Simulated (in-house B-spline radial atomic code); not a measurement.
## Ge III (Ge2+): [Ar] 3d10 4s1 6p1 (an excited or competing configuration)

Computed with a B-spline radial code for spherical atoms: Dirac-Hartree-Fock, average of configuration, Fermi nucleus of rms radius 4.0742 fm.

Screening seen three ways: the hydrogenic charge with the same mean radius, Z_r = [3n² - l(l+1)]/(2<r>), the one with the same energy, Z_e = n√(-2ε), and Slater's rules. Values are occupation-weighted means over j.

```json
{"shell": "1s", "electrons": "2", "ε (eV)": "-11216", "<r> (bohr)": "0.04698", "Z_r": "31.93", "Z_e": "28.71", "Slater": "31.70"}
{"shell": "2s", "electrons": "2", "ε (eV)": "-1484.7", "<r> (bohr)": "0.209", "Z_r": "28.71", "Z_e": "20.89", "Slater": "27.85"}
{"shell": "2p", "electrons": "6", "ε (eV)": "-1296.7", "<r> (bohr)": "0.1835", "Z_r": "27.24", "Z_e": "19.52", "Slater": "27.85"}
{"shell": "3s", "electrons": "2", "ε (eV)": "-231.52", "<r> (bohr)": "0.6224", "Z_r": "21.69", "Z_e": "12.38", "Slater": "20.75"}
{"shell": "3p", "electrons": "6", "ε (eV)": "-171.83", "<r> (bohr)": "0.6458", "Z_r": "19.36", "Z_e": "10.66", "Slater": "20.75"}
{"shell": "3d", "electrons": "10", "ε (eV)": "-73.571", "<r> (bohr)": "0.7163", "Z_r": "14.66", "Z_e": "6.98", "Slater": "10.85"}
{"shell": "4s", "electrons": "1", "ε (eV)": "-41.104", "<r> (bohr)": "1.9", "Z_r": "12.63", "Z_e": "6.95", "Slater": "6.70"}
{"shell": "6p", "electrons": "1", "ε (eV)": "-6.4948", "<r> (bohr)": "9.187", "Z_r": "5.77", "Z_e": "4.15", "Slater": "3.00"}
```

The least bound orbital is 6p3/2 at -6.484 eV, and it is also the most diffuse (<r> = 9.203 bohr).

Spin-orbit splittings of the orbital energies (j = l + 1/2 above j = l - 1/2 when positive): 2p 32.24 eV, 3p 4.55 eV, 3d 0.6571 eV, 6p 0.03311 eV.

For the 1s electron the small component carries 1.34 % of the norm, the zero-frequency Breit interaction raises the level by 16.18 eV, self-energy by 8.385 eV, and vacuum polarisation lowers it by 0.8086 eV.
